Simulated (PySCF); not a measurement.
# A small calculation by hand: entropy of an ideal gas

TeCl2, SMILES Cl[Te]Cl.

Geometry optimised at PBE0-D3(BJ)/def2-TZVP. The isomer is the one that the SMILES or the coordinates give; other isomers of the formula were not compared. The def2 effective core potentials stand for the cores of Te; spin–orbit coupling is left out.

PBE0-D3(BJ)/def2-TZVP run with PySCF gives the harmonic wavenumbers 129, 374, 391 cm⁻¹ and the rotational temperatures 0.2353, 0.1097, 0.0748 K. The molar mass is 198.50 g/mol, the symmetry number 2, the spin multiplicity 1.

Problem. Work out the entropy at 298.15 K and 1 atm in the rigid-rotor, harmonic-oscillator model.

Solution. 
Translation (Sackur–Tetrode at 1 atm): S = R[1.5 ln M + 2.5 ln T − 1.16487] = 174.7 J/(mol K).
Rotation: q = (√π/σ) T^1.5/√(θA θB θC) = 104000, S = R[ln q + 3/2] = 108.5 J/(mol K).
Vibration: with u = 1.4388 ν/T, each mode gives R[u/(e^u − 1) − ln(1 − e^−u)]:
```json
[
 {"ν (cm⁻¹)": "129", "modes": "1", "u": "0.62", "S (J/(mol K))": "12.39"},
 {"ν (cm⁻¹)": "374", "modes": "1", "u": "1.80", "S (J/(mol K))": "4.45"},
 {"ν (cm⁻¹)": "391", "modes": "1", "u": "1.89", "S (J/(mol K))": "4.17"}
]
```
These are all the modes. Sum 21.0 J/(mol K).
Spin: R ln 1 = 0.0 J/(mol K).
Total 304.2 J/(mol K); the program's own thermochemistry gives 304.3. Translation makes up 57 % and vibration 7 %. Anharmonicity, hindered rotation and orbital degeneracy are left out.
